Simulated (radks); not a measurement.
Results of a calculation; reference values are marked as such.
The chlorine ion Cl4+, 13 electrons, occupied as [Ne] 3s1.5 3p1.5 (fractional occupations, a model configuration). Code: a radial shooting solver on a logarithmic mesh with Libxc functionals. Model: scalar-relativistic Kohn-Sham, LDA (Slater exchange, Perdew-Wang correlation), spin-polarised, spherical densities, finite nucleus; open shells are filled with parallel spins first; Fermi nuclear charge, rms radius 3.3654 fm.

Normalised radial functions P(r) = r R(r), r in bohr:

| r | 2s up | 3s down | 3p up |
|---|---|---|---|
| 0.006744 | 0.2337 | 0.0876 | 0.0026 |
| 0.008505 | 0.2853 | 0.1069 | 0.0041 |
| 0.01081 | 0.3475 | 0.1302 | 0.0064 |
| 0.01363 | 0.4160 | 0.1558 | 0.0099 |
| 0.0172 | 0.4910 | 0.1838 | 0.0152 |
| 0.02186 | 0.5717 | 0.2139 | 0.0235 |
| 0.02757 | 0.6463 | 0.2415 | 0.0355 |
| 0.03477 | 0.7070 | 0.2637 | 0.0530 |
| 0.0442 | 0.7395 | 0.2749 | 0.0790 |
| 0.05574 | 0.7215 | 0.2664 | 0.1141 |
| 0.07029 | 0.6320 | 0.2303 | 0.1608 |
| 0.08936 | 0.4417 | 0.1550 | 0.2223 |
| 0.1127 | 0.1507 | 0.0412 | 0.2927 |
| 0.1433 | -0.2525 | -0.1141 | 0.3697 |
| 0.1807 | -0.7007 | -0.2809 | 0.4348 |
| 0.2278 | -1.1317 | -0.4273 | 0.4697 |
| 0.2896 | -1.4570 | -0.5035 | 0.4461 |
| 0.3653 | -1.5664 | -0.4514 | 0.3401 |
| 0.4606 | -1.4401 | -0.2466 | 0.1393 |
| 0.5856 | -1.1108 | 0.1059 | -0.1550 |
| 0.7385 | -0.7166 | 0.5005 | -0.4760 |
| 0.9314 | -0.3727 | 0.8235 | -0.7548 |
| 1.184 | -0.1442 | 0.9613 | -0.9062 |
| 1.493 | -0.0416 | 0.8639 | -0.8628 |
| 1.898 | -0.0075 | 0.5964 | -0.6464 |
| 2.394 | -0.0009 | 0.3149 | -0.3766 |
| 3.019 | -0.0001 | 0.1199 | -0.1617 |
| 3.838 | 0.0000 | 0.0290 | -0.0457 |
| 4.84 | 0.0000 | 0.0045 | -0.0085 |

2s up: eigenvalue -315.99 eV, 1 radial node at r = 0.124 bohr, <r> = 0.444 bohr, 90 % of the charge inside 0.695 bohr. 3s down: eigenvalue -71.851 eV, 2 radial nodes at r = 0.121, 0.549 bohr, <r> = 1.36 bohr, 90 % of the charge inside 2.01 bohr. 3p up: eigenvalue -61.229 eV, 1 radial node at r = 0.520 bohr, <r> = 1.43 bohr, 90 % of the charge inside 2.15 bohr.
